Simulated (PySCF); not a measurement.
Computed shifts of a molecule C4H7Cl, PySCF with B3LYP/pcSseg-1, GIAO, gas phase, atoms alike by connectivity averaged where their shifts nearly agree, in ppm (number of nuclei): ¹³C: 46.0 (1), 23.0 (1), 21.8 (1), 21.5 (1). ¹H: 2.71 (1), 1.41 (3), 1.15 (1), 1.08 (1), 0.84 (1). References: ¹³C against TMS (σ = 181.3 ppm); ³⁵Cl against HCl (σ = 933.3 ppm); ¹H against TMS (σ = 31.68 ppm), references at their B3LYP-D3(BJ)/def2-TZVP geometries, non-relativistic (without spin–orbit terms, shifts of atoms bonded to Cl or Br come out too high). Geometry optimised at B3LYP-D3(BJ)/def2-SVP. The values are those of a single conformer.

Problem. Pick the molecule that these values belong to.
A) C=CCCCl
B) CC/C=C\Cl
C) ClC1CCC1
D) C[C@@H]1C[C@H]1Cl

Solution. D, C[C@@H]1C[C@H]1Cl
